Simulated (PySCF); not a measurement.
## [HfOF3]− at several levels of theory

Computed with PySCF 2.14.0 (density fitting, no spin-orbit coupling) at the geometry relaxed with PBE:

```xyz
5
[HfOF3]− (singlet)
Hf   -0.0598    0.0000    0.0614
O     1.4442    0.0000    1.0899
F    -0.0486    1.6027   -1.1134
F    -1.6483    0.0000    1.2583
F    -0.0486   -1.6027   -1.1134
```

```
    level                                              basis    state  HOMO (eV)  gap (eV)  charge on Hf1 (e)  dipole about the centre of mass (D)  largest force component (eV/Å)
      PBE     Hf def2-SVP with ECP60, O def2-SVP, F def2-SVP  singlet      -1.01      4.42               0.67                                 2.71                            0.05
CAM-B3LYP                                           the same  singlet      -3.93      8.54               0.88                                 3.01                            0.66
      PBE  Hf def2-TZVP with ECP60, O def2-TZVP, F def2-TZVP  singlet      -1.18      4.50               1.22                                 2.77                            0.37
      PBE          Hf x2c-SVPall, O x2c-SVPall, F x2c-SVPall  singlet      -1.26      4.40               0.74                                 2.74                            0.87
```

Charges are Mulliken's, which hang on the basis. The relaxation used the grid (50, 194), these runs (75, 302) or, all-electron (x2c bases, spin-free X2C Hamiltonian), (99, 590).

Problem. A further run in the first row's basis gives HOMO (eV) -1.33, gap (eV) 5.30, charge on Hf1 (e) 0.90, dipole about the centre of mass (D) 2.80, largest force component (eV/Å) 0.34. Which level was it?
A. TPSSh
B. BP86
C. r2SCAN

Solution. C. The others give HOMO -1.10 eV (BP86); -1.64 eV (TPSSh).

In the first row's basis the gap widens with exact exchange: 4.4 to 5.3 eV for PBE, BP86, r2SCAN (none); 5.5 eV for TPSSh (a fixed share); 8.5 eV for CAM-B3LYP (rising or full at long range).
